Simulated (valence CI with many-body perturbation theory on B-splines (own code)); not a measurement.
# Pt LXV: calculated level list

Calculated by relativistic CI+MBPT: four valence electrons over a frozen Dirac-Fock core [Ne], a basis of 11 s, 11 p, 10 d, 8 f, 5 g, 2 h functions for each j, with the one-electron correlation potential Σ1 (screened to all orders), the two-electron term Σ2, the three-electron term Σ3, Breit, model QED; selected single and double excitations, second order for the rest, scaled by the run's own slope (own B-spline code, finite nucleus).

The last digits are not significant, and no measured levels were compared; by estimate large intervals hold to a few tenths of a per cent, small ones and those within an open d or f shell to about a per cent. Among the levels kept, up to 600 cm⁻¹ of a level comes from second order outside the variational space, and about a tenth of that is noise between levels of different J, which matters for small intervals.

Levels 91 to 135 of 168, with energies above the lowest level, (3s^2 3p1/2^2) J=0. "Leading %" is the weight of the configuration and term that name the level; weights of strongly mixed levels are sums over their largest components and can fall short. In the jj column 3d3/2^4 stands for four electrons in 3d with j = 3/2. Lifetimes count E1, E2, E3, M1 and M2 decay at the calculated energies, and are blank where another channel may lead or the interval is too uncertain; long ones can be off by a factor of two.

```tsv
No.	Configuration	Term	J	E (× 10³ cm⁻¹)	Leading %	Lifetime	g	Leading jj
91	3s3p3d²	³G°	3	13639	43	1.35 ps	0.994	3s 3p1/2 3d3/2 3d5/2 (96 %)
92	3s3p3d²	³G°	5	13649	35	2.63 ps	1.120	3s 3p1/2 3d3/2 3d5/2 (98 %)
93	3s3p3d²	³H°	4	13670	48	1.47 ps	0.933	3s 3p1/2 3d3/2 3d5/2 (96 %)
94	3s3p3d²	¹D°	2	13700	24	1.38 ps	1.013	3s 3p1/2 3d3/2 3d5/2 (94 %)
95	3s3p3d²	³D°	1	13757	52	1.01 ps	0.966	3s 3p1/2 3d3/2 3d5/2 (91 %)
96	3s3p3d²	³P°	0	13783	47	1.09 ps		3s 3p1/2 3d3/2 3d5/2 (92 %)
97	3s3p3d²	⁵D°	3	13823	27	210 fs	1.277	3s 3p1/2 3d3/2 3d5/2 (89 %)
98	3s3p3d²	⁵D°	2	13858	23	233 fs	1.342	3s 3p1/2 3d3/2 3d5/2 (98 %)
99	3s3p3d²	³F°	4	13879	42	209 fs	1.239	3s 3p1/2 3d3/2 3d5/2 (88 %)
100	3s3p3d²	³F°	2	13969	22	171 fs	1.168	3s 3p1/2 3d3/2 3d5/2 (88 %)
101	3s3p3d²	³G°	3	13982	33	231 fs	0.981	3s 3p1/2 3d3/2 3d5/2 (94 %)
102	3s3p3d²	³D°	1	14047	29	159 fs	1.067	3s 3p1/2 3d3/2 3d5/2 (83 %)
103	3p⁴	¹D	2	14292	32	287 fs	1.110	3p1/2 3p3/2^3 (47 %)
104	3p²3d²	³F	2	14318	33	1.08 ps	0.832	3p1/2^2 3d3/2^2 (81 %)
105	3p⁴	³P	1	14346	79	157 fs	1.466	3p1/2 3p3/2^3 (79 %)
106	3s3p3d²	³F°	4	14402	29	1.15 ps	1.268	3s 3p1/2 3d5/2^2 (96 %)
107	3s3p²3d	⁵P	1	14498	35	188 fs	1.712	3s 3p3/2^2 3d3/2 (92 %)
108	3s3p²3d	³F	3	14509	24	267 fs	1.287	3s 3p3/2^2 3d3/2 (95 %)
109	3s3p3d²	³D°	2	14513	25	1.19 ps	1.334	3s 3p1/2 3d5/2^2 (98 %)
110	3s3p²3d	⁵D	2	14516	19	181 fs	1.307	3s 3p3/2^2 3d3/2 (74 %)
111	3s3p3d²	³G°	5	14529	33	1.71 ps	1.197	3s 3p1/2 3d5/2^2 (97 %)
112	3p²3d²	³P	0	14531	58	4.08 ps		3p1/2^2 3d3/2^2 (98 %)
113	3s3p²3d	³F	4	14572	44	267 fs	1.208	3s 3p3/2^2 3d3/2 (97 %)
114	3s3p3d²	³F°	3	14642	26	1.32 ps	1.217	3s 3p1/2 3d5/2^2 (98 %)
115	3s3p3d²	³G°	4	14662	29	1.32 ps	1.065	3s 3p1/2 3d5/2^2 (96 %)
116	3s3p3d²	³D°	3	14696	35	818 fs	1.149	3s 3p1/2 3d5/2^2 (91 %)
117	3s3p3d²	³D°	2	14729	25	938 fs	1.079	3s 3p1/2 3d5/2^2 (94 %)
118	3s3p3d²	³P°	1	14746	32	840 fs	1.216	3s 3p1/2 3d5/2^2 (94 %)
119	3s3p3d²	³P°	0	14764	77	1.09 ps		3s 3p1/2 3d5/2^2 (97 %)
120	3s3p²3d	³D	1	14788	56	153 fs	0.707	3s 3p3/2^2 3d3/2 (94 %)
121	3s3p²3d	³P	0	14880	84	116 fs		3s 3p3/2^2 3d3/2 (89 %)
122	3s3p²3d	³D	2	14899	50	156 fs	1.123	3s 3p3/2^2 3d3/2 (94 %)
123	3s3p²3d	³F	3	14912	34	115 fs	0.996	3s 3p3/2^2 3d3/2 (97 %)
124	3s3p3d²	³P°	1	14919	49	884 fs	1.289	3s 3p1/2 3d5/2^2 (95 %)
125	3s3p²3d	³D	1	14973	53	103 fs	0.937	3s 3p3/2^2 3d3/2 (90 %)
126	3s3p²3d	³F	2	15013	28	85.9 fs	1.032	3s 3p3/2^2 3d3/2 (83 %)
127	3s3p²3d	⁵F	5	15142	61	1.12 ps	1.307	3s 3p3/2^2 3d5/2 (99 %)
128	3s3p²3d	³F	4	15178	52	765 fs	1.305	3s 3p3/2^2 3d5/2 (98 %)
129	3p²3d²	³F	3	15236	32	2.22 ps	1.068	3p1/2^2 3d3/2 3d5/2 (98 %)
130	3p²3d²	³P	2	15337	23	2.09 ps	1.166	3p1/2^2 3d3/2 3d5/2 (98 %)
131	3p²3d²	¹G	4	15377	25	1.92 ps	1.053	3p1/2^2 3d3/2 3d5/2 (98 %)
132	3p²3d²	³P	1	15382	36	1.81 ps	1.502	3p1/2^2 3d3/2 3d5/2 (97 %)
133	3s3p²3d	³P	0	15383	61	478 fs		3s 3p3/2^2 3d5/2 (88 %)
134	3s3p²3d	³P	1	15435	40	352 fs	1.476	3s 3p3/2^2 3d5/2 (94 %)
135	3s3p²3d	³D	3	15438	44	465 fs	1.217	3s 3p3/2^2 3d5/2 (97 %)
```
